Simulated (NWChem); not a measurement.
System: C₄H₂ClF; SMILES C(=C(/C#C)Cl)/F

Input file for NWChem:

```
start job
memory heap 200 mb stack 900 mb global 1100 mb
geometry units angstroms noautoz
  C      2.413093     0.660686     0.000000
  C      1.247366     0.337413     0.000000
  C     -0.104748    -0.072063     0.000000
  Cl    -0.435275    -1.805829     0.000000
  C     -1.154974     0.761478     0.000000
  F     -0.984197     2.086610     0.000000
  H      3.436169     0.961672     0.000000
  H     -2.192534     0.448092     0.000000
end
basis spherical
  C library sto-3g
  Cl library sto-3g
  F library sto-3g
  H library sto-3g
end
dft
  xc xpbe96 cpbe96
  iterations 150
  mulliken
end
task dft energy
```

NWChem printed, in part:

```
             Northwest Computational Chemistry Package (NWChem) 7.3.0
             --------------------------------------------------------

 CS  symmetry detected

                             Geometry "geometry" -> ""
                             -------------------------

 Output coordinates in angstroms (scale by  1.889725989 to convert to a.u.)

  No.       Tag          Charge          X              Y              Z
 ---- ---------------- ---------- -------------- -------------- --------------
    1 C                    6.0000     2.37377293     0.83141647     0.00000000
    2 C                    6.0000     1.23272517     0.42962686     0.00000000
    3 C                    6.0000    -0.08841675    -0.07083980     0.00000000
    4 Cl                  17.0000    -0.30028960    -1.82306768     0.00000000
    5 C                    6.0000    -1.19288956     0.68936086     0.00000000
    6 F                    9.0000    -1.11261150     2.02303812     0.00000000
    7 H                    1.0000     3.37401527     1.20127095     0.00000000
    8 H                    1.0000    -2.20673923     0.30615022     0.00000000

 Effective nuclear repulsion energy (a.u.)     241.3435323185

      Symmetry information
      --------------------

 Group name             Cs
 Group number              2
 Group order               2
 No. of unique centers     8

  pbe96 is a nonlocal functional; adding pw91lda local functional.

                                 NWChem DFT Module
                                 -----------------

 Summary of "ao basis" -> "ao basis" (spherical)
 ------------------------------------------------------------------------------
       Tag                 Description            Shells   Functions and Types
 ---------------- ------------------------------  ------  ---------------------
 C                           sto-3g                  3        5   2s1p
 Cl                          sto-3g                  5        9   3s2p
 F                           sto-3g                  3        5   2s1p
 H                           sto-3g                  1        1   1s

      Symmetry analysis of basis
      --------------------------

        a'         29
        a"          7

            General Information
            -------------------
          SCF calculation type: DFT
          Wavefunction type:  closed shell.
          No. of atoms     :     8
          No. of electrons :    52
           Alpha electrons :    26
            Beta electrons :    26
          Charge           :     0
          Spin multiplicity:     1
          Use of symmetry is: on ; symmetry adaption is: on
          Maximum number of iterations: 150
          AO basis - number of functions:    36
                     number of shells:    22
          Convergence on energy requested:  1.00D-06
          Convergence on density requested:  1.00D-05
          Convergence on gradient requested:  5.00D-04

              XC Information
              --------------
          PerdewBurkeErnzerhof Exchange Functional  1.000
            Perdew 1991 LDA Correlation Functional  1.000 local
           PerdewBurkeErnz. Correlation Functional  1.000 non-local

             Grid Information
             ----------------
          Grid used for XC integration:  medium
          Radial quadrature: Mura-Knowles
          Angular quadrature: Lebedev.
          Tag              B.-S. Rad. Rad. Pts. Rad. Cut. Ang. Pts.
          ---              ---------- --------- --------- ---------
          C                   0.70       49          11.0       434
          Cl                  1.00       88          11.0       590
          F                   0.50       49          11.0       434
          H                   0.35       45          12.0       434
          Grid pruning is: on
          Number of quadrature shells:   423
          Spatial weights used:  Erf1

      Superposition of Atomic Density Guess
      -------------------------------------

 Sum of atomic energies:        -702.19913328

      Non-variational initial energy
      ------------------------------

 Total energy =    -703.462356
 1-e energy   =   -1453.509040
 2-e energy   =     508.703151
 HOMO         =      -0.045765
 LUMO         =       0.225198

      Symmetry analysis of molecular orbitals - initial
      -------------------------------------------------

  Numbering of irreducible representations:

     1 a'          2 a"

  Orbital symmetries:

     1 a'          2 a'          3 a'          4 a'          5 a'
     6 a'          7 a'          8 a'          9 a'         10 a"
    11 a'         12 a'         13 a'         14 a'         15 a'
    16 a'         17 a'         18 a'         19 a"         20 a'
    21 a"         22 a'         23 a'         24 a"         25 a'
    26 a"         27 a'         28 a"         29 a'         30 a"
    31 a'         32 a'         33 a'         34 a'         35 a'
    36 a'

     ---------------------------------------------
      Total Density - Mulliken Population Analysis
     ---------------------------------------------

    Atom       Charge   Shell Charges
 -----------   ------   -------------------------------------------------------
    1 C    6     6.23   2.00  1.25  2.99
    2 C    6     6.07   2.00  1.20  2.88
    3 C    6     5.68   1.99  1.16  2.52
    4 Cl  17    17.37   2.00  2.00  5.99  1.94  5.44
    5 C    6     5.55   1.99  1.18  2.38
    6 F    9     9.33   2.00  1.92  5.42
    7 H    1     0.82   0.82
    8 H    1     0.94   0.94

   convergence    iter        energy       DeltaE   RMS-Dens  Diis-err
 ---------------- ----- ----------------- --------- --------- ---------
 d= 0,ls=0.0,diis     1   -704.5606888214 -9.46D+02  8.43D-02  8.31D-01
 d= 0,ls=0.0,diis     2   -703.4934417134  1.07D+00  6.86D-02  8.95D+00
 d= 0,ls=0.0,diis     3   -704.6558905792 -1.16D+00  3.26D-02  2.21D-01
 d= 0,ls=0.0,diis     4   -704.6795041942 -2.36D-02  1.48D-02  1.45D-01
 d= 0,ls=0.0,diis     5   -704.7084941585 -2.90D-02  4.40D-03  2.22D-02
  Resetting Diis
 d= 0,ls=0.0,diis     6   -704.7113255423 -2.83D-03  1.69D-03  5.32D-03
 d= 0,ls=0.0,diis     7   -704.7120469821 -7.21D-04  1.12D-03  1.40D-04
 d= 0,ls=0.0,diis     8   -704.7118998739  1.47D-04  8.18D-04  1.08D-03
 d= 0,ls=0.0,diis     9   -704.7120656025 -1.66D-04  1.62D-04  4.46D-05
 d= 0,ls=0.0,diis    10   -704.7120721957 -6.59D-06  2.76D-05  8.14D-07
 d= 0,ls=0.0,diis    11   -704.7120723132 -1.18D-07  1.24D-05  8.13D-08
 d= 0,ls=0.0,diis    12   -704.7120723231 -9.89D-09  5.42D-06  1.95D-08

         Total DFT energy =     -704.712072323132
      One electron energy =    -1451.370467607417
           Coulomb energy =      565.865401973858
    Exchange-Corr. energy =      -60.550539008029
 Nuclear repulsion energy =      241.343532318456

 Numeric. integr. density =       52.000003968588

                  Occupations of the irreducible representations
                  ----------------------------------------------

                     irrep           alpha         beta
                     --------     --------     --------
                     a'               21.0         21.0
                     a"                5.0          5.0

                       DFT Final Molecular Orbital Analysis
                       ------------------------------------

 Vector   24  Occ=2.000000D+00  E=-1.970216D-01  Symmetry=a'
              MO Center= -2.7D-01,  1.3D+00,  3.2D-16, r^2= 3.4D+00
   Bfn.  Coefficient  Atom+Function         Bfn.  Coefficient  Atom+Function
  ----- ------------  ---------------      ----- ------------  ---------------
    32      0.765566  6 F  px                 4      0.330945  1 C  py
     9      0.301756  2 C  py                36      0.235803  8 H  s
    23      0.214939  4 Cl py                 8     -0.141145  2 C  px
    12     -0.139999  3 C  s                 13      0.133065  3 C  px
    27     -0.108285  5 C  px                 3     -0.102473  1 C  px

 Vector   25  Occ=2.000000D+00  E=-1.956234D-01  Symmetry=a'
              MO Center=  4.2D-01, -2.3D-01,  4.6D-16, r^2= 4.5D+00
   Bfn.  Coefficient  Atom+Function         Bfn.  Coefficient  Atom+Function
  ----- ------------  ---------------      ----- ------------  ---------------
    22      0.688017  4 Cl px                32     -0.394596  6 F  px
     9      0.381451  2 C  py                 4      0.372821  1 C  py
    18     -0.189781  4 Cl px                 3     -0.156617  1 C  px
    36     -0.081644  8 H  s                 13     -0.079459  3 C  px
     7     -0.077694  2 C  s                 12      0.058363  3 C  s

 Vector   26  Occ=2.000000D+00  E=-1.327331D-01  Symmetry=a"
              MO Center= -7.5D-02,  4.7D-01, -1.8D-16, r^2= 3.8D+00
   Bfn.  Coefficient  Atom+Function         Bfn.  Coefficient  Atom+Function
  ----- ------------  ---------------      ----- ------------  ---------------
    34      0.524693  6 F  pz                15     -0.464694  3 C  pz
    24      0.435710  4 Cl pz                 5      0.401959  1 C  pz
    29     -0.399947  5 C  pz                10      0.176585  2 C  pz
    20     -0.117771  4 Cl pz

 Vector   27  Occ=0.000000D+00  E= 2.450990D-02  Symmetry=a"
              MO Center= -1.9D-02,  6.1D-01,  2.1D-16, r^2= 3.1D+00
   Bfn.  Coefficient  Atom+Function         Bfn.  Coefficient  Atom+Function
  ----- ------------  ---------------      ----- ------------  ---------------
    29      0.725997  5 C  pz                15     -0.532521  3 C  pz
     5      0.511904  1 C  pz                34     -0.354203  6 F  pz
    10     -0.283089  2 C  pz                24      0.171888  4 Cl pz
    20     -0.044458  4 Cl pz

[...]
```

Level: PBE/STO-3G. Coordinates come from a B3LYP/6-31G* (spherical d) optimisation.
